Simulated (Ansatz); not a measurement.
Cost and result for the atomization energy of H5PSSn (`[PH2][SnH2][SH]`) (8 atoms, 7 bonds).

Charge 0, multiplicity 1. Correlated methods include outer-core shells of Sn, which these sets cover unevenly. Sn takes the def2 core potential. The structure was optimised at the PBE0-D4/def2-TZVP level. It is one conformer, not always the lowest. Program: Ansatz. All runs use 2 threads of an AMD EPYC 7B13 on a shared host. Times are those of one run each, without the atoms' runs, and a repeat can differ threefold. Electronic energies, without spin–orbit coupling; frozen cores. CCSD(T)/CBS adds CCSD(T) − MP2 in def2-TZVPP to the MP2 limit, and its time is that of the two runs behind it. T1 = 0.013. With those shells the extrapolation isn't a true limit.

CCSD(T)/CBS is a level of theory with its own doubt, some kJ/mol a heavy atom from the limit and from the frozen cores, so smaller differences don't rank the functionals.

```tsv
level	functions	wall time
LDA (SPW92)/def2-TZVPP	204	1.3 s
revPBE-D4/def2-TZVPP	204	2.1 s
CCSD(T)/def2-SVP	87	3.2 s
BHLYP-D4/def2-TZVPP	204	3.4 s
CAM-B3LYP-D4/def2-TZVPP	204	3.7 s
r2SCANh-D4/def2-TZVPP	204	5.5 s
B2PLYP/def2-TZVPP	204	6 s
PBE-QIDH/def2-TZVPP	204	6 s
ωB97X-V/def2-TZVPP	204	8 s
B97M-V/def2-TZVPP	204	9 s
MP2/def2-QZVPP	372	17 s
CCSD(T)/def2-TZVPP	204	78 s
CCSD(T)/CBS(def2)	–	94 s
```

What atomization energy does each give, and how far from CCSD(T)/CBS? (Estimate.)

Computed: 
```tsv
level	atomization (kJ/mol)	difference from CCSD(T)/CBS	per bond
LDA (SPW92)/def2-TZVPP	2307.6	272.8	39.0
revPBE-D4/def2-TZVPP	1977.0	-57.8	-8.3
CCSD(T)/def2-SVP	1820.0	-214.8	-30.7
BHLYP-D4/def2-TZVPP	1980.9	-53.9	-7.7
CAM-B3LYP-D4/def2-TZVPP	2017.8	-17.0	-2.4
r2SCANh-D4/def2-TZVPP	2006.1	-28.7	-4.1
B2PLYP/def2-TZVPP	1973.5	-61.3	-8.8
PBE-QIDH/def2-TZVPP	1976.6	-58.2	-8.3
ωB97X-V/def2-TZVPP	2058.4	23.6	3.4
B97M-V/def2-TZVPP	2078.2	43.4	6.2
MP2/def2-QZVPP	1960.4	-74.4	-10.6
CCSD(T)/def2-TZVPP	1961.5	-73.3	-10.5
CCSD(T)/CBS(def2)	2034.8	0.0	0.0
```

From BLYP to BHLYP (50 % exact exchange), in def2-TZVPP and without D4, the atomization energy moves by −10.6 kJ/mol: exact exchange takes away binding that semilocal exchange gives to molecules. In def2-TZVPP, CCSD(T) changes the Hartree–Fock value by +584.1 kJ/mol (the triples alone add +32.6 kJ/mol) and MP2 by +539.5 kJ/mol; breaking electron pairs costs correlation energy, which Hartree–Fock lacks. Leaving LDA and LC-ωPBE aside and taking each functional with its dispersion term where it has one, the values spread over 104.7 kJ/mol, from B2PLYP to B97M-V. LDA lies +309.1 kJ/mol from PBE without D4, its usual overbinding.

Spin–orbit coupling would lower the free Sn atoms strongly, and the atomization energy with them, by more than many differences here. For some Ge, Se and Sn compounds the MP2-based and the directly extrapolated limit differ by 10 to 25 kJ/mol.
